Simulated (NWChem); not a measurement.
All runs are NWChem calculations. System: sulfur trioxide (O$_{3}$S), charge 0, spin multiplicity 1, at a geometry optimised with PBE/def2-SVP. Level: constrained PBE0/def2-SVP.

NWChem printed:

```
             Northwest Computational Chemistry Package (NWChem) 7.3.0
             --------------------------------------------------------

                                NWChem Input Module
                                -------------------

 Scaling coordinates for geometry "geometry" by  1.889725989
 (inverse scale =  0.529177249)

                             Geometry "geometry" -> ""
                             -------------------------

 Output coordinates in angstroms (scale by  1.889725989 to convert to a.u.)

  No.       Tag          Charge          X              Y              Z
 ---- ---------------- ---------- -------------- -------------- --------------
    1 O                    8.0000     0.00000000     0.00000000     1.46931000
    2 S                   16.0000     0.00000000     0.00000000     0.00000600
    3 O                    8.0000    -1.27245700     0.00000000    -0.73466100
    4 O                    8.0000     1.27245700     0.00000000    -0.73466100

 Effective nuclear repulsion energy (a.u.)     178.2223998048

            Nuclear Dipole moment (a.u.)
            ----------------------------
        X                 Y               Z
 ---------------- ---------------- ----------------
     0.0000000000     0.0000000000     0.0000000000


 Summary of "ao basis" -> "" (spherical)
 ------------------------------------------------------------------------------
       Tag                 Description            Shells   Functions and Types
 ---------------- ------------------------------  ------  ---------------------
 *                          def2-svp                  on all atoms

                                 NWChem DFT Module
                                 -----------------

 Summary of "ao basis" -> "ao basis" (spherical)
 ------------------------------------------------------------------------------
       Tag                 Description            Shells   Functions and Types
 ---------------- ------------------------------  ------  ---------------------
 O                          def2-svp                 6       14   3s2p1d
 S                          def2-svp                 8       18   4s3p1d

 Summary of "ao basis" -> "ao basis" (spherical)
 ------------------------------------------------------------------------------
       Tag                 Description            Shells   Functions and Types
 ---------------- ------------------------------  ------  ---------------------
 O                          def2-svp                 6       14   3s2p1d
 S                          def2-svp                 8       18   4s3p1d

            General Information
            -------------------
          SCF calculation type: DFT
          Wavefunction type:  closed shell.
          No. of atoms     :     4
          No. of electrons :    40
           Alpha electrons :    20
            Beta electrons :    20
          Charge           :     0
          Spin multiplicity:     1
          Use of symmetry is: off; symmetry adaption is: off
          Maximum number of iterations: 100
          AO basis - number of functions:    60
                     number of shells:    26
          Convergence on energy requested:  1.00D-06
          Convergence on density requested:  1.00D-05
          Convergence on gradient requested:  5.00D-04

              XC Information
              --------------
                         PBE0 Method XC Functional
                     Hartree-Fock (Exact) Exchange  0.250
          PerdewBurkeErnzerhof Exchange Functional  0.750
            Perdew 1991 LDA Correlation Functional  1.000 local
           PerdewBurkeErnz. Correlation Functional  1.000 non-local

             Grid Information
             ----------------
          Grid used for XC integration:  medium
          Radial quadrature: Mura-Knowles
          Angular quadrature: Lebedev.
          Tag              B.-S. Rad. Rad. Pts. Rad. Cut. Ang. Pts.
          ---              ---------- --------- --------- ---------
          O                   0.60       49           7.0       434
          S                   1.00       88           6.0       590
          Grid pruning is: on
          Number of quadrature shells:   235
[...]
 d= 0,ls=0.0,diis    10   -620.0195966875  4.41D-01  2.58D-02  5.26D+00     1.4
 CDFT multipliers:
      1       -1.6484828523
      iter =    6
 d= 0,ls=0.0,diis    11   -620.5095528121 -4.90D-01  9.26D-03  5.83D-01     1.5
 CDFT multipliers:
      1       -1.6044239909
      iter =    4
 d= 0,ls=0.0,diis    12   -620.5642677258 -5.47D-02  5.21D-03  3.60D-02     1.6
 CDFT multipliers:
      1       -1.5998243303
      iter =    5
 d= 0,ls=0.0,diis    13   -620.5544374222  9.83D-03  4.76D-03  1.40D-01     1.7
 CDFT multipliers:
      1       -1.5948446717
      iter =    5
 d= 0,ls=0.0,diis    14   -620.5693120829 -1.49D-02  4.16D-03  2.99D-04     1.8
 CDFT multipliers:
      1       -1.5927982044
      iter =    2
 d= 0,ls=0.0,diis    15   -620.5699579702 -6.46D-04  4.49D-03  1.05D-04     1.9
 CDFT multipliers:
      1       -1.5917223541
      iter =    2
 d= 0,ls=0.0,diis    16   -620.5702970643 -3.39D-04  1.40D-03  1.05D-05     2.0
 CDFT multipliers:
      1       -1.5918197950
      iter =    2
 d= 0,ls=0.0,diis    17   -620.5703243738 -2.73D-05  2.24D-04  3.68D-06     2.1
 CDFT multipliers:
      1       -1.5917335061
      iter =    2
 d= 0,ls=0.0,diis    18   -620.5703254288 -1.05D-06  3.94D-05  2.95D-08     2.2
 CDFT multipliers:
      1       -1.5917190892
      iter =    1
 d= 0,ls=0.0,diis    19   -620.5703246501  7.79D-07  4.02D-06  3.14D-09     2.3
  CDFT final multipliers
      1       -1.5917198788

         Total DFT energy =     -620.570325557062
      One electron energy =    -1219.984734619392
           Coulomb energy =      472.011005775695
    Exchange-Corr. energy =      -50.818996518147
 Nuclear repulsion energy =      178.222399804782

 Numeric. integr. density =       39.999997414438

     Total iterative time =      2.1s

                       DFT Final Molecular Orbital Analysis
                       ------------------------------------

 Vector   18  Occ=2.000000D+00  E=-6.129398D-01
              MO Center=  9.2D-02, -1.3D-11,  6.1D-01, r^2= 2.0D+00
   Bfn.  Coefficient  Atom+Function         Bfn.  Coefficient  Atom+Function
  ----- ------------  ---------------      ----- ------------  ---------------
     5      0.530789  1 O  py                51     -0.299598  4 O  py
    29      0.294500  2 S  d -1               8      0.291831  1 O  py
    37     -0.231166  3 O  py                54     -0.164719  4 O  py
    40     -0.127095  3 O  py

 Vector   19  Occ=2.000000D+00  E=-6.129359D-01
              MO Center= -9.2D-02, -8.2D-11, -6.1D-01, r^2= 2.0D+00
   Bfn.  Coefficient  Atom+Function         Bfn.  Coefficient  Atom+Function
  ----- ------------  ---------------      ----- ------------  ---------------
    37      0.479420  3 O  py                51     -0.439919  4 O  py
    28     -0.294501  2 S  d -2              40      0.263588  3 O  py
    54     -0.241871  4 O  py                 5     -0.039513  1 O  py

 Vector   20  Occ=2.000000D+00  E=-5.967168D-01
              MO Center= -2.6D-06, -8.7D-10, -2.5D-05, r^2= 2.2D+00
   Bfn.  Coefficient  Atom+Function         Bfn.  Coefficient  Atom+Function
  ----- ------------  ---------------      ----- ------------  ---------------
    18      1.854758  2 S  s                  3     -0.535566  1 O  s
    35     -0.535574  3 O  s                 49     -0.535574  4 O  s
    17     -0.460919  2 S  s                  9      0.345760  1 O  pz
    32     -0.320038  2 S  d  2              39     -0.299445  3 O  px
    53      0.299443  4 O  px                 6      0.269568  1 O  pz

 Vector   21  Occ=0.000000D+00  E=-4.836620D-01
              MO Center=  1.2D-05,  3.2D-12,  7.3D-06, r^2= 2.7D+00
   Bfn.  Coefficient  Atom+Function         Bfn.  Coefficient  Atom+Function
  ----- ------------  ---------------      ----- ------------  ---------------
     4      0.428248  1 O  px                38      0.370870  3 O  pz
    52     -0.370875  4 O  pz                 7      0.243388  1 O  px
    36     -0.214119  3 O  px                50     -0.214121  4 O  px
    41      0.210779  3 O  pz                55     -0.210780  4 O  pz
    39     -0.121691  3 O  px                53     -0.121693  4 O  px

 Vector   22  Occ=0.000000D+00  E=-4.350202D-01
              MO Center= -1.4D-05,  3.0D-10, -4.1D-05, r^2= 2.7D+00
   Bfn.  Coefficient  Atom+Function         Bfn.  Coefficient  Atom+Function
  ----- ------------  ---------------      ----- ------------  ---------------
     5      0.425501  1 O  py                37      0.425520  3 O  py
    51      0.425513  4 O  py                26     -0.418968  2 S  py
     8      0.297504  1 O  py                40      0.297516  3 O  py
    54      0.297512  4 O  py                23     -0.150550  2 S  py
    20     -0.081674  2 S  py

 Vector   23  Occ=0.000000D+00  E=-2.445407D-01
              MO Center= -1.3D-02, -1.4D-11,  3.0D-01, r^2= 2.1D+00
   Bfn.  Coefficient  Atom+Function         Bfn.  Coefficient  Atom+Function
  ----- ------------  ---------------      ----- ------------  ---------------
    25      0.973443  2 S  px                49     -0.467386  4 O  s
    35      0.456001  3 O  s                  4     -0.444967  1 O  px
     7     -0.370543  1 O  px                22      0.372324  2 S  px
    38      0.331957  3 O  pz                52     -0.321007  4 O  pz
    31     -0.315517  2 S  d  1              41      0.308061  3 O  pz

     ---------------------------------------------
      Total Density - Mulliken Population Analysis
     ---------------------------------------------

    Atom       Charge   Shell Charges
 -----------   ------   -------------------------------------------------------
    1 O    8     6.54   1.99  1.27  0.38  2.13  0.77  0.00
    2 S   16    20.37   2.00  1.98  1.53  1.43  5.93  2.95  2.42  2.12
    3 O    8     6.54   1.99  1.27  0.38  2.13  0.77  0.00
    4 O    8     6.54   1.99  1.27  0.38  2.13  0.77  0.00

     -------------------------------------------
      Total Density - Lowdin Population Analysis
     -------------------------------------------

    Atom       Charge   Shell Charges
 -----------   ------   -------------------------------------------------------
    1 O    8     7.07   1.98  1.10  0.65  2.01  1.30  0.03
    2 S   16    18.78   2.00  1.96  0.97  0.96  5.85  2.63  1.96  2.46
    3 O    8     7.07   1.98  1.10  0.65  2.01  1.30  0.03
    4 O    8     7.07   1.98  1.10  0.65  2.01  1.30  0.03

 center of mass
 --------------
 x =   0.00000000 y =   0.00000000 z =  -0.00000000

 moments of inertia (a.u.)
 ------------------
         184.969432763697           0.000000000000           0.000000000000
           0.000000000000         369.937048444419           0.000000000000
           0.000000000000           0.000000000000         184.967615680722

     Multipole analysis of the density
     ---------------------------------

     L   x y z        total         alpha         beta         nuclear
     -   - - -        -----         -----         ----         -------
     0   0 0 0     -0.000000    -20.000000    -20.000000     40.000000

     1   1 0 0      0.000005      0.000003      0.000003      0.000000
     1   0 1 0      0.000000      0.000000      0.000000      0.000000
     1   0 0 1     -0.000066     -0.000033     -0.000033      0.000000

     2   2 0 0     -8.518996    -50.516117    -50.516117     92.513239
     2   1 1 0      0.000000      0.000000      0.000000      0.000000
     2   1 0 1     -0.000020     -0.000010     -0.000010      0.000000
     2   0 2 0    -24.634034    -12.317017    -12.317017      0.000000
     2   0 1 1     -0.000000     -0.000000     -0.000000      0.000000
     2   0 0 2     -8.518820    -50.516484    -50.516484     92.514147

 Task  times  cpu:        2.4s     wall:        2.4s

 Total times  cpu:        2.4s     wall:        2.4s
```

### Question
Write an NWChem input that would produce this output.

### Answer
Several could match; the one computed here: 
```
start mol
memory heap 200 mb stack 900 mb global 1100 mb
geometry units angstroms nocenter noautoz noautosym
  O      0.000000     0.000000     1.469310
  S      0.000000     0.000000     0.000006
  O     -1.272457     0.000000    -0.734661
  O      1.272457     0.000000    -0.734661
end
basis spherical
  * library def2-svp
end
dft
  xc pbe0
  semidirect memsize 60000000 filesize 0
  iterations 100
  convergence nolevelshifting
  cdft 2 2 charge -1.0 pop becke
end
task dft energy
```
